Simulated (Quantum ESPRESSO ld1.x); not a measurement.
ld1.x (Quantum ESPRESSO 7.5) input

```
 &input
    atom='Re',
    iswitch=1,
    rel=2,
    dft='SLA-NOC',
    config='[Ar] 3d9 4s2 4p6 5p1 5s0 4d0 4f0 6p0',
    rel_dist='energy',
    verbosity='high',
    lsmall=.true.,
    prefix='ld1',
    max_out_wfc=37,
    file_charge='ld1.rho',
 /
```

Command: `OMP_NUM_THREADS=1 ld1.x < ld1.in > ld1.out`

Output:

```
     Program LD1 v.7.5 starts

     --------------------------- All-electron run ----------------------------

     dirac relativistic calculation

     atomic number is 75.00
     dft =SLA-NOC   lsd =0 sic =0 latt =0  beta=0.20 tr2=1.0E-14
     Exchange-correlation= SLA-NOC
                           (   1   0   0   0   0   0   0)
     mesh =2117 r(mesh) = 100.53560 a.u. xmin = -8.00 dx = 0.00800
     1 Ry =  13.60569312 eV, c = 137.03599908

     n l j   nl                  e(Ry)          e(Ha)          e(eV)
     Spin orbit split results
     1 0 0.5 1S 1( 2.00)   -5391.154266801   -2695.577133400 -73350.3905328
     2 0 0.5 2S 1( 2.00)   -1046.759874523    -523.379937261 -14241.8936262
     2 1 0.5 2P 1( 2.00)   -1007.869370529    -503.934685265 -13712.7613635
     2 1 1.5 2P 1( 4.00)    -902.051663161    -451.025831580 -12273.0381101
     3 0 0.5 3S 1( 2.00)    -340.179251421    -170.089625711  -4628.3745016
     3 1 0.5 3P 1( 2.00)    -323.333510959    -161.666755480  -4399.1765265
     3 1 1.5 3P 1( 4.00)    -299.401015447    -149.700507724  -4073.5583369
     3 2 1.5 3D 1( 4.00)    -271.896698420    -135.948349210  -3699.3430399
     3 2 2.5 3D 1( 5.00)    -266.625645422    -133.312822711  -3627.6267103
     4 0 0.5 4S 1( 2.00)    -155.567397434     -77.783698717  -2116.6022694
     4 1 0.5 4P 1( 2.00)    -148.312277664     -74.156138832  -2017.8913363
     4 1 1.5 4P 1( 4.00)    -140.677016661     -70.338508330  -1914.0083181
     5 1 0.5 5P 1( 1.00)     -85.094483784     -42.547241892  -1157.7694328
     5 1 1.5 5P 1( 0.00)     -81.802411819     -40.901205909  -1112.9785119
     5 0 0.5 5S 1( 0.00)     -88.557259355     -44.278629677  -1204.8828946
     4 2 1.5 4D 1( 0.00)    -129.118901586     -64.559450793  -1756.7521514
     4 2 2.5 4D 1( 0.00)    -127.461609339     -63.730804670  -1734.2035416
     4 3 2.5 4F 1( 0.00)    -114.090796660     -57.045398330  -1552.2843675
     4 3 3.5 4F 1( 0.00)    -113.608466507     -56.804233253  -1545.7219315
     6 1 0.5 6P 1( 0.00)     -55.322899356     -27.661449678   -752.7063913
     6 1 1.5 6P 1( 0.00)     -53.589101083     -26.794550542   -729.1168641
     Averaged results
     1 0     1S 1( 2.00)   -5391.154266801   -2695.577133400 -73350.3905328
     2 0     2S 1( 2.00)   -1046.759874523    -523.379937261 -14241.8936262
     2 1     2P 1( 6.00)    -937.324232284    -468.662116142 -12752.9458612
     3 0     3S 1( 2.00)    -340.179251421    -170.089625711  -4628.3745016
     3 1     3P 1( 6.00)    -307.378513951    -153.689256976  -4182.0977334
     3 2     3D 1( 9.00)    -268.734066621    -134.367033311  -3656.3132421
     4 0     4S 1( 2.00)    -155.567397434     -77.783698717  -2116.6022694
     4 1     4P 1( 6.00)    -143.222103662     -71.611051831  -1948.6359909
     5 1     5P 1( 1.00)     -82.899769140     -41.449884570  -1127.9088189
     5 0     5S 1( 0.00)     -88.557259355     -44.278629677  -1204.8828946
     4 2     4D 1( 0.00)    -128.124526238     -64.062263119  -1743.2229855
     4 3     4F 1( 0.00)    -113.815179430     -56.907589715  -1548.5344041
     6 1     6P 1( 0.00)     -54.167033841     -27.083516920   -736.9800398

     final scf error:  9.1E-15 reached in  18 iterations

     Etot =  -31363.482414 Ry,  -15681.741207 Ha, -426721.916995 eV

     Ekin =   35769.759154 Ry,   17884.879577 Ha,  486672.366136 eV
     Encl =  -73469.691780 Ry,  -36734.845890 Ha, -999606.080206 eV
     Eh   =    6825.978239 Ry,    3412.989119 Ha,   92872.165182 eV
     Exc  =    -489.528027 Ry,    -244.764013 Ha,   -6660.368107 eV

     normalization and overlap integrals

     s(1S/1S) =  1.000000  <r> =   0.0180  <r2> =    0.0004  r(max) =   0.0113
     LC norm =  0.91983786 + SC norm =  0.08016214 =  1.00000000
     s(1S/2S) = -0.000000
     s(1S/3S) = -0.000000
     s(1S/4S) =  0.000000
     s(1S/5S) =  0.000000
     s(2S/2S) =  1.000000  <r> =   0.0755  <r2> =    0.0068  r(max) =   0.0645
     LC norm =  0.98176529 + SC norm =  0.01823471 =  1.00000000
     s(2S/3S) =  0.000000
     s(2S/4S) =  0.000000
     s(2S/5S) =  0.000000
     s(2P/2P) =  1.000000  <r> =   0.0624  <r2> =    0.0049  r(max) =   0.0483
     LC norm =  0.98169929 + SC norm =  0.01830071 =  1.00000000
     s(2P/3P) =  0.000000
     s(2P/4P) =  0.000000
     s(2P/5P) =  0.000000
     s(2P/6P) = -0.000000
     s(2P/2P) =  1.000000  <r> =   0.0705  <r2> =    0.0060  r(max) =   0.0549
     LC norm =  0.98351806 + SC norm =  0.01648194 =  1.00000000
     s(2P/3P) =  0.000000
     s(2P/4P) =  0.000000
     s(2P/5P) =  0.000000
     s(2P/6P) = -0.000000
     s(3S/3S) =  1.000000  <r> =   0.1940  <r2> =    0.0431  r(max) =   0.1810
     LC norm =  0.99377339 + SC norm =  0.00622661 =  1.00000000
     s(3S/4S) =  0.000000
     s(3S/5S) =  0.000000
     s(3P/3P) =  1.000000  <r> =   0.1837  <r2> =    0.0393  r(max) =   0.1697
     LC norm =  0.99383060 + SC norm =  0.00616940 =  1.00000000
     s(3P/4P) =  0.000000
     s(3P/5P) =  0.000000
     s(3P/6P) =  0.000000
     s(3P/3P) =  1.000000  <r> =   0.1977  <r2> =    0.0453  r(max) =   0.1824
     LC norm =  0.99433430 + SC norm =  0.00566570 =  1.00000000
     s(3P/4P) =  0.000000
     s(3P/5P) =  0.000000
     s(3P/6P) =  0.000000
     s(3D/3D) =  1.000000  <r> =   0.1720  <r2> =    0.0346  r(max) =   0.1423
     LC norm =  0.99447059 + SC norm =  0.00552941 =  1.00000000
     s(3D/4D) =  0.000000
     s(3D/3D) =  1.000000  <r> =   0.1763  <r2> =    0.0362  r(max) =   0.1458
     LC norm =  0.99460871 + SC norm =  0.00539129 =  1.00000000
     s(3D/4D) =  0.000000
     s(4S/4S) =  1.000000  <r> =   0.3925  <r2> =    0.1734  r(max) =   0.3869
     LC norm =  0.99733940 + SC norm =  0.00266060 =  1.00000000
     s(4S/5S) =  0.000000
     s(4P/4P) =  1.000000  <r> =   0.3888  <r2> =    0.1714  r(max) =   0.3808
     LC norm =  0.99739877 + SC norm =  0.00260123 =  1.00000000
     s(4P/5P) =  0.000000
     s(4P/6P) =  0.000000
     s(4P/4P) =  1.000000  <r> =   0.4097  <r2> =    0.1900  r(max) =   0.4027
     LC norm =  0.99755637 + SC norm =  0.00244363 =  1.00000000
     s(4P/5P) =  0.000000
     s(4P/6P) =  0.000000
     s(5P/5P) =  1.000000  <r> =   0.6770  <r2> =    0.5146  r(max) =   0.6994
     LC norm =  0.99861295 + SC norm =  0.00138705 =  1.00000000
     s(5P/6P) =  0.000000
     s(5P/5P) =  1.000000  <r> =   0.7044  <r2> =    0.5568  r(max) =   0.7280
     LC norm =  0.99867522 + SC norm =  0.00132478 =  1.00000000
     s(5P/6P) =  0.000000
     s(5S/5S) =  1.000000  <r> =   0.6733  <r2> =    0.5068  r(max) =   0.6939
     LC norm =  0.99858119 + SC norm =  0.00141881 =  1.00000000
     s(4D/4D) =  1.000000  <r> =   0.3970  <r2> =    0.1804  r(max) =   0.3869
     LC norm =  0.99768305 + SC norm =  0.00231695 =  1.00000000
     s(4D/4D) =  1.000000  <r> =   0.4029  <r2> =    0.1856  r(max) =   0.3932
     LC norm =  0.99772383 + SC norm =  0.00227617 =  1.00000000
     s(4F/4F) =  1.000000  <r> =   0.3695  <r2> =    0.1542  r(max) =   0.3219
     LC norm =  0.99797253 + SC norm =  0.00202747 =  1.00000000
     s(4F/4F) =  1.000000  <r> =   0.3721  <r2> =    0.1561  r(max) =   0.3245
     LC norm =  0.99798799 + SC norm =  0.00201201 =  1.00000000
     s(6P/6P) =  1.000000  <r> =   1.0415  <r2> =    1.2138  r(max) =   1.1124
     LC norm =  0.99913068 + SC norm =  0.00086932 =  1.00000000
     s(6P/6P) =  1.000000  <r> =   1.0754  <r2> =    1.2937  r(max) =   1.1486
     LC norm =  0.99916194 + SC norm =  0.00083806 =  1.00000000

     LC charge = 35.58246302 + SC charge =  0.41753698 = 36.00000000

     ------------------------ End of All-electron run ------------------------
```

Run on one thread of a shared host, so times are rough (Intel(R) Xeon(R) Processor @ 2.60GHz): 0.74 s of CPU time, 0.78 s wall, 18 iterations on 2117 mesh points.
